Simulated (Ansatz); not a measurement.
Task: Name a neutral molecule of C, O, Si and H with LUMO energy (PBE0/def2-TZVPP) between 0.50 and 0.80 eV and LUMO energy (ωB97M-V/def2-TZVPP) between 1.95 and 2.25 eV (Ansatz, PBE0-D4/def2-TZVP geometry).

Result: `CC[SiH](O)O` (0.74 eV, 2.17 eV); `C[SiH](O)O` (0.75 eV, 2.18 eV); `CO[SiH](C)O` (0.76 eV, 2.23 eV); `C[Si](C)(O)O` (0.64 eV, 2.02 eV); `C[Si](O)(O)O` (0.61 eV, 2.01 eV); `CC[Si](O)(O)OC` (0.78 eV, 2.20 eV). Other molecules can fit too; these were computed, each in one conformer that needn't be the lowest.
